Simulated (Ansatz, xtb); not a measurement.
C3H10BGa: which of two isomers lies lower

Structure X is `[BH2][Ga]([CH3])[CH2]C`, a singlet and structure Y is `B[CH2][GaH][CH2]C`, a singlet. Both are isolated molecules in the gas phase, relaxed with PBE0-D3(BJ)/def2-SVP; the shapes shown needn't be the lowest conformers.

X (Å):

```yaml
atoms:
  - { symbol: C, position_ang: [-1.2902, 2.5602, -0.5597] }
  - { symbol: C, position_ang: [0.3863, -0.3370, -0.3601] }
  - { symbol: C, position_ang: [1.5906, 0.5505, -0.6525] }
  - { symbol: B, position_ang: [-3.1196, -0.3934, 0.2422] }
  - { symbol: Ga, position_ang: [-1.3617, 0.6090, -0.2149] }
  - { symbol: H, position_ang: [-3.5072, -0.5451, 1.3818] }
  - { symbol: H, position_ang: [-3.8395, -0.8732, -0.6083] }
  - { symbol: H, position_ang: [-2.2395, 3.0841, -0.3811] }
  - { symbol: H, position_ang: [-0.9961, 2.7285, -1.6098] }
  - { symbol: H, position_ang: [-0.5085, 3.0230, 0.0647] }
  - { symbol: H, position_ang: [0.5355, -0.9079, 0.5743] }
  - { symbol: H, position_ang: [0.2707, -1.1111, -1.1410] }
  - { symbol: H, position_ang: [1.7451, 1.3049, 0.1358] }
  - { symbol: H, position_ang: [1.4721, 1.1045, -1.5977] }
  - { symbol: H, position_ang: [2.5275, -0.0268, -0.7326] }
```

Y (Å):

```xyz
15

C    -2.2805    1.3650   -0.3333
C     0.9878    0.4547   -0.7695
C     2.4177    0.8930   -1.0646
B    -2.4144    1.5300    1.1686
Ga   -0.3506    1.8927   -0.6020
H    -2.6797    2.6088    1.6567
H    -2.1596    0.6111    1.9204
H    -2.3274    0.3419   -0.7349
H    -2.8061    2.1039   -0.9587
H    -0.0097    3.4232   -0.7430
H     0.9338   -0.1227    0.1722
H     0.6171   -0.2424   -1.5430
H     2.8099    1.5640   -0.2838
H     2.4899    1.4410   -2.0175
H     3.1084    0.0361   -1.1313
```

Quicker runs give these differences E(Y) − E(X): GFN2-xTB −21.7 kcal/mol; HF/STO-3G −4.7 kcal/mol (at GFN2-xTB geometries); r2SCAN-D4/def2-SVP −14.3 kcal/mol (at GFN2-xTB geometries).

Q: Estimate E(Y) − E(X) at the level CCSD(T)/def2-SVP + ΔMP2/def2-TZVPP.

A: Calculated at CCSD(T)/def2-SVP + ΔMP2/def2-TZVPP: E(Y) − E(X) = −13.6 kcal/mol, so structure Y lies lower.

How the difference moves with the method:

```csv
level,geometry,E(Y) − E(X) (kcal/mol),departure from the last row (kcal/mol),"job, with rough time for the two"
GFN2-xTB,GFN2-xTB,−21.7,−8.0,"optimisation, 0.6 s"
HF/STO-3G,GFN2-xTB,−4.7,+9.0,"single point, 1.4 s"
r2SCAN-D4/def2-SVP,GFN2-xTB,−14.3,−0.7,"single point, 3.9 s"
PBE0-D3(BJ)/def2-SVP,PBE0-D3(BJ)/def2-SVP,−14.7,−1.1,"optimisation, 2.8 min"
HF/def2-SVP,PBE0-D3(BJ)/def2-SVP,−14.2,−0.5,part of the CCSD(T) run
MP2/def2-SVP,PBE0-D3(BJ)/def2-SVP,−16.5,−2.9,part of the CCSD(T) run
CCSD(T)/def2-SVP,PBE0-D3(BJ)/def2-SVP,−15.2,−1.6,single point
CCSD(T)/def2-SVP + ΔMP2/def2-TZVPP,PBE0-D3(BJ)/def2-SVP,−13.6,,"single point, 51 s"
```

As drawn, Y has 1 C–B, 1 Ga–H in place of 1 B–Ga, 1 C–H.

The levels shown agree on the order. The largest departure from CCSD(T)/def2-SVP + ΔMP2/def2-TZVPP is that of HF/STO-3G, 9.0 kcal/mol. A small imaginary or near-zero mode remains, so no thermal terms are given. The last row adds to CCSD(T) the change of the MP2 difference between the two basis sets, here +1.6 kcal/mol.

The correlated steps freeze 13 core orbitals; the filled d shell of Ga is correlated, in a basis made for valence electrons. Codes used: Ansatz 0.2.0, xtb 6.7.1; the last row on 2 threads of Intel(R) Xeon(R) 6975P-C (Granite Rapids) on a shared host.
